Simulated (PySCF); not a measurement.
## Spinor energies of Pb (lead, neutral)

Start: [Xe] 4f14 5d10 6s2 6p2; 6p3/2 filled at m_j = +1/2, +3/2. Calculated with PySCF 2.14 in x2c-TZVPall-2c: generalised Hartree-Fock with the X2C-1e Hamiltonian and a Gaussian nucleus; spin-orbit coupling (SO) screened by Boettger's factors. This is a chosen level, not necessarily the ground level.

| spinor shell | electrons | ε, screened SO (eV) | weight of nominal j (screened SO) | rms radius, screened SO (bohr) |
| --- | --- | --- | --- | --- |
| 1s1/2 | 2 | -88470.6 | 1.000 | 0.0181 |
| 2s1/2 | 2 | -15978.3 | 1.000 | 0.0730 |
| 2p1/2 | 2 | -15320.5 | 1.000 | 0.0617 |
| 3s1/2 | 2 | -3907.6 | 1.000 | 0.186 |
| 3p1/2 | 2 | -3611.6 | 1.000 | 0.178 |
| 3p3/2 | 4 | -3115.1 | 1.000 | 0.195 |
| 3d3/2 | 4 | -2634.1 | 1.000 | 0.170 |
| 3d5/2 | 6 | -2528.8 | 1.000 | 0.175 |
| 4s1/2 | 2 | -923.66 | 1.000 | 0.408 |
| 4p1/2 | 2 | -794.43 | 1.000 | 0.412 |
| 4p3/2 | 4 | -671.19 | 1.000 | 0.446 |
| 4d3/2 | 4 | -460.46 | 1.000 | 0.455 |
| 4d5/2 | 6 | -436.81 | 1.000 | 0.466 |
| 5s1/2 | 2 | -166.80 | 1.000 | 0.915 |
| 4f5/2 | 6 | -161.26 | 1.000 | 0.493 |
| 4f7/2 | 8 | -156.28 | 1.000 | 0.495 |
| 5p1/2 | 2 | -120.49 | 1.000 | 0.984 |
| 5p3/2 | 4 | -97.448 | 1.000 | 1.07 |
| 5d3/2 | 4 | -30.871 | 0.999 | 1.37 |
| 5d5/2 | 6 | -27.919 | 1.000 | 1.42 |
| 6s1/2 | 2 | -15.278 | 0.998 | 2.56 |
| 6p3/2 | 2 | -6.835 | 0.550 | 3.53 |

(1) Where does 2p3/2 lie, and what is the 2p spin-orbit splitting (screened SO)?

```json
{"quantity": "E (hartree)", "screened SO": "-20903.48252"}
{"quantity": "M_J", "screened SO": "2"}
{"quantity": "⟨J²⟩", "screened SO": "6.014"}
{"quantity": "⟨L²⟩", "screened SO": "3.658"}
{"quantity": "⟨S²⟩", "screened SO": "1.512"}
```

Each row is a mean over spinors that exchange with the open shell spreads, by up to 1.875 eV (6p3/2).

Rows whose weight is well below 1 are mixtures of j = l ± 1/2: exchange outweighs spin-orbit coupling there, and the label is only the starting occupation.

Breit and QED terms are absent; they matter most for the inner s and p1/2 levels.

Densities and radii are taken from the X2C orbitals without a picture-change correction, which distorts them close to the nucleus.

Answers

(1) At -13126.0 eV, 2194.5 eV above 2p1/2.
